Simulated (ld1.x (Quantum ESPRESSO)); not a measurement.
**An all-electron radial function and its pseudo partner (Al)**

Columns: radius, all-electron u(r) and pseudo u(r) of the 3s shell (level -7.75 eV) of aluminium in the configuration [Ne] 3s2 3p1; PBE, scalar-relativistic, ultrasoft scheme, ld1.x (Quantum ESPRESSO) 7.5.

```csv
r (bohr),all-electron,pseudo
0.132,0.0613,0.0472
0.265,-0.1921,0.0955
0.398,-0.2940,0.1452
0.530,-0.2573,0.1964
0.663,-0.1450,0.2499
0.795,-0.0050,0.3045
0.928,0.1378,0.3605
1.060,0.2672,0.4159
1.193,0.3791,0.4701
1.325,0.4700,0.5207
1.458,0.5420,0.5669
1.590,0.5961,0.6062
1.723,0.6350,0.6378
1.855,0.6597,0.6600
1.988,0.6724,0.6724
2.120,0.6747,0.6747
2.252,0.6686,0.6686
2.385,0.6555,0.6555
2.518,0.6370,0.6370
2.650,0.6145,0.6145
2.782,0.5890,0.5890
2.915,0.5612,0.5612
3.048,0.5322,0.5322
3.180,0.5027,0.5027
3.312,0.4731,0.4731
3.445,0.4436,0.4436
```

(1) How many radial nodes do the two functions have?

(2) At about which radius was the pseudo-wave matched?

(3) Where does each function peak?

(4) Is the pseudo-wave norm-conserving?

Answers

(1) The all-electron 3s function has n − l − 1 = 2; the pseudo-wave has 0, since the states of the same l below it are removed with the core.

(2) 2.00 bohr. The columns agree to 0.0005 from 1.85 bohr on; several derivatives are matched, so the curves merge somewhat inside the radius.

(3) Outermost all-electron maximum near 2.12 bohr, pseudo maximum near 2.12 bohr (to the table’s step).

(4) No, it belongs to an ultrasoft set: the norm inside the radius is not constrained, and the difference is carried by the augmentation charge.
